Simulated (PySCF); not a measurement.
Ga(H)(F)(NH2) (FGaH3N), SMILES [NH2][GaH][F].

Geometry optimised at ωB97X-D3(BJ)/def2-TZVP. Other conformers were not sampled.

All values below come from C-PCM-ωB97X/def2-SVP (PySCF).

The values are the electrostatic part of the solvation free energy, E(continuum) − E(gas) at the gas-phase geometry, in a cavity of scaled van der Waals radii (PySCF's table); cavitation and dispersion terms are not included. A continuum can't describe solvent molecules that bind to the metal. In vacuum the orbital gap is 11.73 eV. The dipole moment in vacuum is 2.80 D.

Computed values in water (ε = 78.36), diethylether (ε = 4.24), dimethylsulfoxide (ε = 46.83):
```
solvent                ε  ΔG(elec) (kcal/mol)  dipole (D)  gap (eV)
-----------------  -----  -------------------  ----------  --------
water              78.36                 -6.1        3.27     11.78
diethylether        4.24                 -4.7        3.15     11.78
dimethylsulfoxide  46.83                 -6.1        3.27     11.78
```
